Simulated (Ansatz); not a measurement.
Correlation energies of CH₆BISi₂ (`[SiH3]C1(I)B[SiH2]1`) by basis set

```csv
atom,x (Å),y (Å),z (Å)
Si1,0.466,1.390,-0.380
C2,-0.616,0.008,0.313
I3,-2.599,0.808,0.404
B4,-0.005,-0.827,1.391
Si5,0.177,-1.585,-0.399
H6,-0.017,1.750,-1.734
H7,1.884,0.945,-0.454
H8,0.377,2.564,0.522
H9,-0.135,-1.028,2.552
H10,-0.699,-2.729,-0.751
H11,1.166,-1.297,-1.462
```

Total charge 0; spin multiplicity 1. Correlated methods include outer-core shells of I, which these sets cover unevenly. I takes the def2 core potential. All single points use the PBE0-D4/def2-TZVP geometry. Frozen core, restricted reference, Ansatz.

```json
{"basis": "def2-SVP", "HF (Eh)": "-940.24970", "MP2 corr.": "?", "CCSD corr.": "-0.59846", "(T)": "-0.02189", "CCSD(T) total": "?"}
{"basis": "def2-TZVPP", "HF (Eh)": "?", "MP2 corr.": "-1.01473", "CCSD corr.": "-1.03165", "(T)": "?", "CCSD(T) total": "?"}
{"basis": "def2-QZVPP", "HF (Eh)": "-940.55814", "MP2 corr.": "?", "CCSD corr.": "–", "(T)": "–", "CCSD(T) total": "–"}
```

Task: Fill in the withheld values. (Best estimate.)

Result: Ansatz gave: def2-SVP MP2 corr.: -0.53988; def2-SVP CCSD(T) total: -940.87005; def2-TZVPP HF (Eh): -940.53610; def2-TZVPP (T): -0.03795; def2-TZVPP CCSD(T) total: -941.60570; def2-QZVPP MP2 corr.: -1.22009.
